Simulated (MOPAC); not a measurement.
MOPAC input (PM6):

```
PM6 1SCF UHF MS=0.5 GEO-OK AUX(PRECISION=9) THREADS=1
C4H9O

C    -1.69516983 1   -0.80157911 1   -0.33139044 1
C    -0.47561349 1    0.00810272 1   -0.06309609 1
C    -0.47068809 1    1.45301965 1   -0.41825208 1
C     0.81948685 1   -0.70535522 1    0.08989597 1
O     1.73869681 1    0.08645184 1    0.84513256 1
H    -2.60064722 1   -0.26516685 1   -0.03614822 1
H    -1.67555779 1   -1.75791631 1    0.19622980 1
H    -1.80966094 1   -1.03087530 1   -1.40384830 1
H    -0.38915510 1    1.59724945 1   -1.50894542 1
H     0.36931258 1    1.97223319 1    0.04085937 1
H    -1.39916548 1    1.94000292 1   -0.11021969 1
H     0.65231241 1   -1.67533249 1    0.57625570 1
H     1.25300964 1   -0.91975743 1   -0.90657597 1
H     2.62188484 1   -0.27717995 1    0.72838816 1
```

From the output:

```
                                                       MOPAC v23.2.5 Linux

          FINAL HEAT OF FORMATION =        -40.69424 KCAL/MOL =    -170.26469 KJ/MOL

          COSMO AREA              =        122.77 SQUARE ANGSTROMS
          COSMO VOLUME            =        109.60 CUBIC ANGSTROMS

          IONIZATION POTENTIAL    =          8.456536 EV
          ALPHA SOMO LUMO (EV)    =         -8.457  2.771
          BETA  SOMO LUMO (EV)    =        -10.353  1.241
          NO. OF ALPHA ELECTRONS  =         16
          NO. OF BETA  ELECTRONS  =         15
          MOLECULAR WEIGHT        =         73.1145         POINT GROUP:  C1

          MOLECULAR DIMENSIONS (Angstroms)

            Atom       Atom       Distance
            H    14    H     6     5.27821
            H     7    H     9     3.84485
            H    11    H     8     2.51413

          SCF CALCULATIONS        =          1

   ATOM   CHEMICAL          X               Y               Z
  NUMBER   SYMBOL      (ANGSTROMS)     (ANGSTROMS)     (ANGSTROMS)

     1       C         -1.69516983  *  -0.80157911  *  -0.33139044  *
     2       C         -0.47561349  *   0.00810272  *  -0.06309609  *
     3       C         -0.47068809  *   1.45301965  *  -0.41825208  *
     4       C          0.81948685  *  -0.70535522  *   0.08989597  *
     5       O          1.73869681  *   0.08645184  *   0.84513256  *
     6       H         -2.60064722  *  -0.26516685  *  -0.03614822  *
     7       H         -1.67555779  *  -1.75791631  *   0.19622980  *
     8       H         -1.80966094  *  -1.03087530  *  -1.40384830  *
     9       H         -0.38915510  *   1.59724945  *  -1.50894542  *
    10       H          0.36931258  *   1.97223319  *   0.04085937  *
    11       H         -1.39916548  *   1.94000292  *  -0.11021969  *
    12       H          0.65231241  *  -1.67533249  *   0.57625570  *
    13       H          1.25300964  *  -0.91975743  *  -0.90657597  *
    14       H          2.62188484  *  -0.27717995  *   0.72838816  *

                             CARTESIAN COORDINATES

   1    C       -1.695169830    -0.801579110    -0.331390440
   2    C       -0.475613490     0.008102720    -0.063096090
   3    C       -0.470688090     1.453019650    -0.418252080
   4    C        0.819486850    -0.705355220     0.089895970
   5    O        1.738696810     0.086451840     0.845132560
   6    H       -2.600647220    -0.265166850    -0.036148220
   7    H       -1.675557790    -1.757916310     0.196229800
   8    H       -1.809660940    -1.030875300    -1.403848300
   9    H       -0.389155100     1.597249450    -1.508945420
  10    H        0.369312580     1.972233190     0.040859370
  11    H       -1.399165480     1.940002920    -0.110219690
  12    H        0.652312410    -1.675332490     0.576255700
  13    H        1.253009640    -0.919757430    -0.906575970
  14    H        2.621884840    -0.277179950     0.728388160

           Empirical Formula: C4 H9 O  =    14 atoms

      MOLECULAR POINT GROUP   :   C1

          ALPHA EIGENVALUES
 -30.00262 -27.92424 -24.66924 -24.24921 -18.55150 -18.03914 -15.90961 -15.38911
 -14.44378 -13.61173 -13.28368 -13.20692 -12.33336 -11.94355 -10.42329  -8.45654
   2.77060   4.13279   4.52968   4.64354   5.25145   5.58474   5.65752   5.80681
   5.87664   5.89455   6.22787   6.68952   7.09395

           BETA EIGENVALUES
 -29.93190 -27.77131 -24.58453 -24.17207 -18.29305 -17.96286 -15.69642 -15.26703
 -14.15817 -13.50775 -13.18572 -13.11694 -12.23857 -11.81226 -10.35263   1.24085
   2.89906   4.42505   4.82925   4.93656   5.35682   5.68295   5.68868   5.86124
   5.91535   6.00425   6.26031   6.72988   7.13234

              NET ATOMIC CHARGES AND DIPOLE CONTRIBUTIONS

  ATOM NO.   TYPE          CHARGE      No. of ELECS.   s-Pop       p-Pop
    1          C          -0.489302        4.4893     1.07930     3.41000
    2          C           0.017158        3.9828     1.11123     2.87161
    3          C          -0.473905        4.4739     1.07745     3.39645
    4          C          -0.025220        4.0252     1.08505     2.94017
    5          O          -0.533779        6.5338     1.81350     4.72028
    6          H           0.165900        0.8341     0.83410
    7          H           0.156677        0.8433     0.84332
    8          H           0.161048        0.8390     0.83895
    9          H           0.156482        0.8435     0.84352
   10          H           0.176406        0.8236     0.82359
   11          H           0.156416        0.8436     0.84358
   12          H           0.117957        0.8820     0.88204
   13          H           0.114001        0.8860     0.88600
   14          H           0.300162        0.6998     0.69984
 DIPOLE           X         Y         Z       TOTAL
 POINT-CHG.    -0.469    -1.414    -1.721     2.276
 HYBRID         0.390    -0.094    -0.126     0.421
 SUM           -0.079    -1.508    -1.847     2.386

          ATOMIC ORBITAL ELECTRON POPULATIONS

     Atom    s        px        py        pz
    1  C   1.07930   1.10322   1.14122   1.16556
    2  C   1.11123   0.90513   0.92681   1.03967
    3  C   1.07745   1.18313   1.05813   1.15519
    4  C   1.08505   0.93635   0.98824   1.01558
    5  O   1.81350   1.31243   1.63941   1.76844
    6  H   0.83410
    7  H   0.84332
    8  H   0.83895
    9  H   0.84352
   10  H   0.82359
   11  H   0.84358
   12  H   0.88204
   13  H   0.88600
   14  H   0.69984

                    (SZ)    =    0.500000
                    (S**2)  =    0.754995

          ATOMIC ORBITAL SPIN POPULATIONS

    Atom   Total    s     px     py     pz
         Atomic
    1  C -0.0487 -0.007 -0.022 -0.011 -0.009
    2  C  0.9994  0.037  0.065  0.052  0.845
    3  C -0.0466 -0.006 -0.004 -0.029 -0.007
    4  C -0.0543 -0.008 -0.018 -0.013 -0.016
    5  O  0.0139  0.001  0.003  0.003  0.007
    6  H  0.0097  0.010
    7  H  0.0059  0.006
    8  H  0.0324  0.032
    9  H  0.0339  0.034
   10  H  0.0057  0.006
   11  H  0.0094  0.009
   12  H  0.0081  0.008
   13  H  0.0331  0.033
   14  H -0.0020 -0.002

 **********************
 *                    *
 * JOB ENDED NORMALLY *
 *                    *
 **********************

 == MOPAC DONE ==
```

The geometry given is a B3LYP-D3(BJ)/def2-TZVP minimum.
